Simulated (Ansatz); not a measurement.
Cost and result for the atomization energy of CH$_{7}$NO$_{2}$Si (`CN[SiH](O)O`) (12 atoms, 11 bonds).

Cartesian coordinates in Å:
```
C 1.127 -0.899 -0.922
N -0.164 -0.898 -0.266
Si -0.881 0.442 0.488
O 0.004 1.008 1.758
O -0.973 1.740 -0.508
H 1.053 -0.775 -2.008
H 1.731 -0.074 -0.541
H 1.676 -1.824 -0.719
H -0.764 -1.663 -0.527
H -2.224 -0.021 0.914
H 0.242 0.369 2.431
H -0.827 2.595 -0.101
```

The species carries charge 0 and has multiplicity 1. The geometry is a stationary point of PBE0-D4/def2-TZVP. It is one conformer, not always the lowest. Program: Ansatz. All runs use 4 threads of an Arm Neoverse V1 on a shared host. Times are those of one run each, without the atoms' runs, and a repeat can differ threefold. Electronic energies, without spin–orbit coupling; frozen cores. CCSD(T)/CBS adds CCSD(T) − MP2 in def2-TZVPP to the MP2 limit, and its time is that of the two runs behind it. T1 = 0.011. B3LYP takes the VWN-RPA correlation (the form of Gaussian; ORCA's B3LYP/G).

CCSD(T)/CBS is a level of theory with its own doubt, some kJ/mol a heavy atom from the limit and from the frozen cores, so smaller differences don't rank the functionals.

```csv
level,functions,wall time
PBE-D4/def2-TZVPP (with forces),264,2.6 s
PBE0-D4/def2-TZVPP,264,3 s
B3LYP-D4/def2-TZVPP (with forces),264,4.9 s
r2SCAN-D4/def2-TZVPP (with forces),264,4.9 s
B2PLYP/def2-TZVPP,264,6 s
ωB97X-V/def2-TZVPP,264,8 s
ωB97M-V/def2-TZVPP (with forces),264,12 s
MP2/def2-QZVPP,508,25 s
CCSD(T)/def2-TZVPP,264,3.7 min
CCSD(T)/CBS(def2),–,4.1 min
```

Q: What atomization energy does each give, and how far from CCSD(T)/CBS? (Estimate.)

A: The calculation gave: 
| level | atomization (kJ/mol) | difference from CCSD(T)/CBS | per bond |
| --- | --- | --- | --- |
| PBE-D4/def2-TZVPP (with forces) | 4626.0 | 38.1 | 3.5 |
| PBE0-D4/def2-TZVPP | 4535.5 | -52.4 | -4.8 |
| B3LYP-D4/def2-TZVPP (with forces) | 4565.4 | -22.5 | -2.1 |
| r2SCAN-D4/def2-TZVPP (with forces) | 4559.3 | -28.6 | -2.6 |
| B2PLYP/def2-TZVPP | 4522.3 | -65.6 | -6.0 |
| ωB97X-V/def2-TZVPP | 4581.3 | -6.6 | -0.6 |
| ωB97M-V/def2-TZVPP (with forces) | 4587.0 | -0.9 | -0.1 |
| MP2/def2-QZVPP | 4614.4 | 26.5 | 2.4 |
| CCSD(T)/def2-TZVPP | 4448.1 | -139.8 | -12.7 |
| CCSD(T)/CBS(def2) | 4587.9 | 0.0 | 0.0 |

From PBE to PBE0 (25 % exact exchange), in def2-TZVPP and without D4, the atomization energy moves by −86.9 kJ/mol: exact exchange takes away binding that semilocal exchange gives to molecules. The D4 term adds +36.2 kJ/mol with B3LYP and +19.0 kJ/mol with PBE0; it sums over pairs of atoms, weighted by their polarisabilities, and B3LYP, whose exchange is more repulsive, gets the larger term. In def2-TZVPP, CCSD(T) changes the Hartree–Fock value by +1204.2 kJ/mol (the triples alone add +63.3 kJ/mol) and MP2 by +1286.5 kJ/mol; breaking electron pairs costs correlation energy, which Hartree–Fock lacks.
